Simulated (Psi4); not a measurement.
C4H5 (SMILES [CH]=CC=C), doublet, geometry from GFN2-xTB, atoms displaced at random by about 0.03 Å a coordinate; Psi4 1.11 with R2SCAN/6-31G, gradient.

Input for Psi4:
```
memory 2 GB

molecule {
0 2
C     0.60447833    1.81370092   -0.00520818
C     0.63138890    0.55784095    0.00271109
C    -0.61301103   -0.33921788    0.02375187
C    -0.54357050   -1.65956607   -0.04178123
H    -0.15243873    2.65938149    0.00819807
H     1.57594398   -0.02996713   -0.02640403
H    -1.55947497    0.11092720   -0.00262439
H     0.47629123   -2.15967870    0.02935282
H    -1.36964603   -2.27604029   -0.00402826
symmetry c1
no_reorient
no_com
}

set {
  basis 6-31g
  reference uks
}

gradient('r2scan')
print_variables()
```

The log (banner, timings and long lists left out):

```
gradient() will perform analytic gradient computation.

   => Loading Basis Set <=

    Name: 6-31G
    Role: ORBITAL
    Keyword: BASIS

         ---------------------------------------------------------
                                   SCF
               by Justin Turney, Rob Parrish, Andy Simmonett
                          and Daniel G. A. Smith
                              UKS Reference
         ---------------------------------------------------------

  ==> Geometry <==

    Molecular point group: c1
    Full point group: C1

    Geometry (in Angstrom), charge = 0, multiplicity = 2:

       Center              X                  Y                   Z               Mass
    ------------   -----------------  -----------------  -----------------  -----------------
         C            0.604478330000     1.813700920000    -0.005208180000    12.000000000000
         C            0.631388900000     0.557840950000     0.002711090000    12.000000000000
         C           -0.613011030000    -0.339217880000     0.023751870000    12.000000000000
         C           -0.543570500000    -1.659566070000    -0.041781230000    12.000000000000
         H           -0.152438730000     2.659381490000     0.008198070000     1.007825032230
         H            1.575943980000    -0.029967130000    -0.026404030000     1.007825032230
         H           -1.559474970000     0.110927200000    -0.002624390000     1.007825032230
         H            0.476291230000    -2.159678700000     0.029352820000     1.007825032230
         H           -1.369646030000    -2.276040290000    -0.004028260000     1.007825032230

  Running in c1 symmetry.

  Rotational constants: A =      1.42220  B =      0.15722  C =      0.14163 [cm^-1]
  Rotational constants: A =  42636.33379  B =   4713.35500  C =   4245.90429 [MHz]
  Nuclear repulsion =   96.865125783679261

  Charge       = 0
  Multiplicity = 2
  Electrons    = 29
  Nalpha       = 15
  Nbeta        = 14

  ==> Algorithm <==

  SCF Algorithm Type is DF.
  DIIS enabled.
  MOM disabled.
  Fractional occupation disabled.
  Guess Type is SAD.
  Energy threshold   = 1.00e-08
  Density threshold  = 1.00e-08
  Integral threshold = 1.00e-12

  ==> Primary Basis <==

  Basis Set: 6-31G
    Blend: 6-31G
    Number of shells: 30
    Number of basis functions: 46
    Number of Cartesian functions: 46
    Spherical Harmonics?: false
    Max angular momentum: 1

  ==> DFT Potential <==

   => LibXC <=

    Version 7.1.2
    S. Lehtola, C. Steigemann, M. J. T. Oliveira, and M. A. L. Marques,  SoftwareX 7, 1–5 (2018) (10.1016/j.softx.2017.11.002)

   => Composite Functional: R2SCAN <=

    r2SCAN Meta-GGA XC Functional  (0.1021/acs.jpclett.0c02405)
    J. W. Furness, A. D. Kaplan, J. Ning, J. P. Perdew, J. Sun  J. Phys. Chem. Lett.  11, 8208–8215, 2020

    Deriv               =              1
    GGA                 =           TRUE
    Meta                =           TRUE

    Exchange Hybrid     =          FALSE
    MP2 Hybrid          =          FALSE

   => Exchange Functionals <=

    1.0000   XC_MGGA_X_R2SCAN

   => Correlation Functionals <=

    1.0000   XC_MGGA_C_R2SCAN

   => LibXC Density Thresholds  <==

    XC_MGGA_C_R2SCAN:  1.00E-15
    XC_MGGA_X_R2SCAN:  1.00E-11

   => Molecular Quadrature <=

    Radial Scheme          =       TREUTLER
    Pruning Scheme         =           NONE
    Nuclear Scheme         =       TREUTLER

    Blocking Scheme        =         OCTREE
    BS radius alpha        =              1
    Pruning alpha          =              1
    Radial Points          =             75
    Spherical Points       =            302
    Total Points           =         192477
    Total Blocks           =           1496
    Max Points             =            256
    Max Functions          =             46
    Weights Tolerance      =       1.00E-15

   => Loading Basis Set <=

    Name: (6-31G AUX)
    Role: JKFIT
    Keyword: DF_BASIS_SCF

  ==> Integral Setup <==

  SCF_SUBTYPE=INCORE selected. In-core MEM_DF algorithm will be used.
  Using in-core AOs.

  ==> MemDFJK: Density-Fitted J/K Matrices <==

    J tasked:                   Yes
    K tasked:                    No
    wK tasked:                   No
    Algorithm:                 Core
    Schwarz Cutoff:           1E-12
    Mask sparsity (%):       0.6616
    Fitting Condition:        1E-10

   => Auxiliary Basis Set <=

  Basis Set: (6-31G AUX)
    Blend: CC-PVDZ-JKFIT
    Number of shells: 141
    Number of basis functions: 449
    Number of Cartesian functions: 449
    Spherical Harmonics?: false
    Max angular momentum: 3

  Minimum eigenvalue in the overlap matrix is 4.3335906285E-03.
  Reciprocal condition number of the overlap matrix is 9.1487558608E-04.
    Using symmetric orthogonalization.

  ==> Pre-Iterations <==

  SCF Guess: Superposition of Atomic Densities via on-the-fly atomic UHF (no occupation information).

   -------------------------
    Irrep   Nso     Nmo
   -------------------------
     A         46      46
   -------------------------
    Total      46      46
   -------------------------

  ==> Iterations <==

                           Total Energy        Delta E     RMS |[F,P]|

   @DF-UKS iter SAD:  -154.57185443496962   -1.54572e+02   0.00000e+00
   @DF-UKS iter   1:  -154.89262444517576   -3.20770e-01   1.40043e-02 DIIS/ADIIS
   @DF-UKS iter   2:  -154.85296231450891    3.96621e-02   1.51584e-02 DIIS/ADIIS
   @DF-UKS iter   3:  -155.13354351345797   -2.80581e-01   3.57537e-03 DIIS/ADIIS
   @DF-UKS iter   4:  -155.14985741921470   -1.63139e-02   8.88491e-04 DIIS/ADIIS
   @DF-UKS iter   5:  -155.15094818955811   -1.09077e-03   1.99517e-04 DIIS/ADIIS
   @DF-UKS iter   6:  -155.15100010534172   -5.19158e-05   1.79389e-04 DIIS/ADIIS
   @DF-UKS iter   7:  -155.15107546224448   -7.53569e-05   5.17056e-05 DIIS
   @DF-UKS iter   8:  -155.15109973691173   -2.42747e-05   3.76845e-05 DIIS
   @DF-UKS iter   9:  -155.15110646382612   -6.72691e-06   1.29618e-05 DIIS
[...]
  @DF-UKS Final Energy:  -155.15110846066048
[...]
    VV10 Nonlocal Energy =                  0.0000000000000000
    Total Energy =                       -155.1511084606604811

  UHF NO Occupations:
  HONO-2 :   13  A 1.9990246
  HONO-1 :   14  A 1.9915987
  HONO-0 :   15  A 1.0000000
  LUNO+0 :   16  A 0.0084013
  LUNO+1 :   17  A 0.0009754
  LUNO+2 :   18  A 0.0008359
  LUNO+3 :   19  A 0.0003673

Computation Completed

Properties will be evaluated at   0.000000,   0.000000,   0.000000 [a0]

Properties computed using the SCF density matrix

 Multipole Moments:

 ------------------------------------------------------------------------------------
     Multipole            Electronic (a.u.)      Nuclear  (a.u.)        Total (a.u.)
 ------------------------------------------------------------------------------------

 L = 1.  Multiply by 2.5417464519 to convert [e a0] to [Debye]
 Dipole X            :          0.7575417           -1.0461719           -0.2886302
 Dipole Y            :         -1.1283712            1.0226633           -0.1057079
 Dipole Z            :          0.2522610           -0.2242434            0.0280176
 Magnitude           :                                                    0.3086528

 ------------------------------------------------------------------------------------

         ------------------------------------------------------------
                                   SCF GRAD
                          Rob Parrish, Justin Turney,
                       Andy Simmonett, and Alex Sokolov
         ------------------------------------------------------------

  ==> Geometry <==

    Molecular point group: c1
    Full point group: C1

    Geometry (in Angstrom), charge = 0, multiplicity = 2:

       Center              X                  Y                   Z               Mass
    ------------   -----------------  -----------------  -----------------  -----------------
         C            0.604478330000     1.813700920000    -0.005208180000    12.000000000000
         C            0.631388900000     0.557840950000     0.002711090000    12.000000000000
         C           -0.613011030000    -0.339217880000     0.023751870000    12.000000000000
         C           -0.543570500000    -1.659566070000    -0.041781230000    12.000000000000
         H           -0.152438730000     2.659381490000     0.008198070000     1.007825032230
         H            1.575943980000    -0.029967130000    -0.026404030000     1.007825032230
         H           -1.559474970000     0.110927200000    -0.002624390000     1.007825032230
         H            0.476291230000    -2.159678700000     0.029352820000     1.007825032230
         H           -1.369646030000    -2.276040290000    -0.004028260000     1.007825032230

  Nuclear repulsion =   96.865125783679261

  ==> Basis Set <==

  Basis Set: 6-31G
    Blend: 6-31G
    Number of shells: 30
    Number of basis functions: 46
    Number of Cartesian functions: 46
    Spherical Harmonics?: false
    Max angular momentum: 1

  ==> DFJKGrad: Density-Fitted SCF Gradients <==

    Gradient:                    1
    J tasked:                  Yes
    K tasked:                   No
    wK tasked:                  No
    Integrals threads:           1
    Schwarz Cutoff:          1E-12
    Fitting Condition:       1E-10

   => Auxiliary Basis Set <=

  Basis Set: (6-31G AUX)
    Blend: CC-PVDZ-JKFIT
    Number of shells: 141
    Number of basis functions: 449
    Number of Cartesian functions: 449
    Spherical Harmonics?: false
    Max angular momentum: 3

  ==> DFT Potential <==

   => LibXC <=

    Version 7.1.2
    S. Lehtola, C. Steigemann, M. J. T. Oliveira, and M. A. L. Marques,  SoftwareX 7, 1–5 (2018) (10.1016/j.softx.2017.11.002)

   => Composite Functional: R2SCAN <=

    r2SCAN Meta-GGA XC Functional  (0.1021/acs.jpclett.0c02405)
    J. W. Furness, A. D. Kaplan, J. Ning, J. P. Perdew, J. Sun  J. Phys. Chem. Lett.  11, 8208–8215, 2020

    Deriv               =              1
    GGA                 =           TRUE
    Meta                =           TRUE

    Exchange Hybrid     =          FALSE
    MP2 Hybrid          =          FALSE

   => Exchange Functionals <=

    1.0000   XC_MGGA_X_R2SCAN

   => Correlation Functionals <=

    1.0000   XC_MGGA_C_R2SCAN

   => LibXC Density Thresholds  <==

    XC_MGGA_C_R2SCAN:  1.00E-15
    XC_MGGA_X_R2SCAN:  1.00E-11

   => Molecular Quadrature <=

    Radial Scheme          =       TREUTLER
    Pruning Scheme         =           NONE
    Nuclear Scheme         =       TREUTLER

    Blocking Scheme        =         OCTREE
    BS radius alpha        =              1
    Pruning alpha          =              1
    Radial Points          =             75
    Spherical Points       =            302
    Total Points           =         192477
    Total Blocks           =           1496
    Max Points             =            256
    Max Functions          =             46
    Weights Tolerance      =       1.00E-15

  -Total Gradient:
     Atom            X                  Y                   Z
    ------   -----------------  -----------------  -----------------
       1        0.019500252748    -0.125869641872     0.000060700927
       2        0.018326293458     0.121086808943    -0.001591231433
       3       -0.042859165909    -0.019339007626     0.007780664852
       4       -0.069452311689     0.010372051098    -0.012143552781
       5       -0.021666217329     0.024815362088     0.000294085732
       6        0.008311321110    -0.007357082300    -0.000792949486
       7        0.025651596769    -0.020844836695    -0.001444663218
       8        0.026149826201    -0.009222958155     0.005925755451
       9        0.035593202420     0.026004317592     0.001923617818

  Variable Map:
  ----------------------------------------------------------------------------
[...]
  Array Variable Map:
  ----------------------------------------------------------------------------
[...]
[...]
```
